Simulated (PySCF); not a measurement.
A calculated (UHF, PySCF 2.14, aug-cc-pV(D+d)Z, no relativity, point nucleus) atom or ion has these occupied shells.

```csv
shell,electrons,orbital energy (eV),"rms radius, mean of both spins (bohr)"
1s α,1,-2178.5,0.120
1s β,1,-2177.6,0.120
2s α,1,-206.80,0.563
2s β,1,-205.43,0.563
2p α,3,-149.61,0.540
2p β,3,-148.37,0.540
3s α,1,-24.431,2.02
3p α,3,-11.879,2.59
3p β,1,-6.419,2.59
```

Name the element and its charge.

P (phosphorus, neutral), in [Ne] 3s1 3p4, high-spin 4P determinant (an excited configuration).
